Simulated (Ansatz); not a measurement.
GeMeI3 (CH3GeI3). The state is a singlet with charge 0. Geometry relaxed at PBE-D4/def2-SVP.

```csv
atom,x (Å),y (Å),z (Å)
Ge1,0.419,-0.666,0.038
C2,-0.623,0.991,-0.056
H3,-0.142,1.747,0.593
H4,-1.652,0.781,0.294
H5,-0.638,1.339,-1.107
I6,-0.654,-2.447,-1.428
I7,0.497,-1.503,2.439
I8,2.793,-0.242,-0.772
```

In the def2 sets I takes a core potential; there is no spin–orbit coupling.

Task: Estimate the harmonic wavenumbers at RKS PBE-D4/def2-SVP (Ansatz, unscaled). Is this a minimum?

Result: 61, 61, 89, 133, 134, 134, 191, 254, 254, 580, 778, 778, 1182, 1365, 1365, 2990, 3116, 3116 cm⁻¹. Yes, no mode is imaginary beyond noise. Zero-point energy 99.2 kJ/mol. Hardware: 2 threads of AMD EPYC 7R13 on a shared host. Wall time 91 s.
